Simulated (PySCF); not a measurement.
C2H8BNPb.
Structure used (PBE0-D3(BJ)/def2-SVP), in Å, numbered top down from 1:
```xyz
13
C2H8BNPb angstrom
C     -2.4630    0.8034    0.2510
C     -1.8846   -0.3755    0.5202
B     -0.4103   -0.7424    0.1255
N      0.6027    0.2173    0.1152
Pb     2.6371   -0.1228   -0.5163
H     -1.9198    1.6065   -0.2627
H     -3.5062    1.0232    0.5039
H     -2.5084   -1.1428    0.9989
H     -0.1320   -1.8861   -0.1886
H      0.3751    1.1620    0.4158
H      2.6222   -1.7706   -1.0990
H      2.9633    1.0741   -1.7649
H      3.6502    0.1263    0.9004
```

Method used: PySCF 2.14.0, PBE0-D3(BJ)/def2-SVP geometry optimisation, gas phase, def2 core potentials past Kr.

Q: Which atoms are bound to Pb5, and at what distances?

A: 4 atoms: H11 1.748 Å, H13 1.759 Å, H12 1.760 Å, N4 2.157 Å. The nearest atom not counted as bound is H10, at 2.76 Å.

Q: List the angles at Pb5.

A: 
```json
{"angle": "H11–Pb5–H13", "degrees": "114.0", "distance of the outer atoms (Å)": "2.94"}
{"angle": "H11–Pb5–H12", "degrees": "114.0", "distance of the outer atoms (Å)": "2.94"}
{"angle": "H12–Pb5–H13", "degrees": "111.6", "distance of the outer atoms (Å)": "2.91"}
{"angle": "N4–Pb5–H13", "degrees": "106.6", "distance of the outer atoms (Å)": "3.15"}
{"angle": "N4–Pb5–H12", "degrees": "106.0", "distance of the outer atoms (Å)": "3.14"}
{"angle": "N4–Pb5–H11", "degrees": "103.8", "distance of the outer atoms (Å)": "3.08"}
```

Q: What is the shape at Pb5?

A: Distorted tetrahedral: angles from 103.8° to 114.0°; τ4 = (360° − α − β)/141° = 0.94 with α and β the two widest (0 for a square, 1 for a tetrahedron). The Pb–H distances aren't all alike: 1.748 to 1.760 Å.

Q: What are the other bond lengths?

A: C1=C2 1.340 Å; C2–B3 1.570 Å; B3–N4 1.395 Å; C1–H6 1.097 Å; C1–H7 1.096 Å; C2–H8 1.099 Å; B3–H9 1.218 Å; N4–H10 1.017 Å.

Q: Give some angles away from the centre.

A: C1–C2–B3 124.1°, C2–B3–N4 121.5°, B3–N4–Pb5 125.3°.

Q: What are the rotational constants (commonest isotopes, rigid rotor)?

A: A = 13948, B = 718.0, C = 694.8 MHz: a near-prolate asymmetric top.

Point group: C1 (no symmetry element, even within 0.4 Å). Charge 0, singlet. Not checked by PBE0-D3(BJ)/def2-SVP frequencies.

One conformer stands for the species.
